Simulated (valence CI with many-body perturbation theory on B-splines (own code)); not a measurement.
# Eu50+ in brief

Level of theory: configuration interaction combined with many-body perturbation theory (CI+MBPT): three valence electrons over a frozen Dirac-Fock core [Ne], radial functions for each j: 9 s, 9 p, 8 d, 6 f, 3 g, 1 h, with the one-electron correlation potential Σ1, the two-electron term Σ2, the three-electron term Σ3, Breit, model QED; selected CI, second order for the rest, scaled by the run's own slope (own B-spline code, finite nucleus).

The last digits are not significant, and no measured levels were compared; by estimate large intervals hold to a few tenths of a per cent, small ones and those within an open d or f shell to about a per cent.

Levels are named by their leading jj configuration (3d3/2^4 stands for four electrons in 3d with j = 3/2), which in mixed levels can hold well under half, so a name can repeat and another be missing.

Rates and lifetimes use the calculated energies. Strong lines usually hold to 10 to 20 %, long lifetimes can be off by a factor of two.

Task: What is the ground level?

Result: (3s^2 3p1/2) J=1/2, composition 99 % 3s2 3p 2P°, g = 0.653.

Task: Name the longest-lived excited levels whose lifetime is computed, and their main decay.

Result: (3s 3p3/2 3d5/2) J=9/2 at 655.11 eV lives 48.5 ns, mostly by M1 to (3s 3p1/2 3d5/2) J=7/2; (3s^2 3p3/2) J=3/2 at 169.91 eV lives 34.9 ns, mostly by M1 to (3s^2 3p1/2) J=1/2.

Task: What is the ionisation energy?

Result: 4514.7 eV; NIST lists 4513 ± 4 eV (theoretical).

Task: How well does LS coupling describe the low levels?

Result: Among the lowest 20 levels the leading LS term, summed over configurations, holds 66 % on average. For single configurations the figures are 64 % in LS and 93 % in jj coupling. Terms mix most in the J = 5/2 level at 501.45 eV, where the leading one holds 38 %.

Task: What are the static dipole polarisabilities of the lowest levels?

Result: (3s^2 3p1/2) J=1/2 0.00615 bohr³, of which the core gives 9.34e-05.
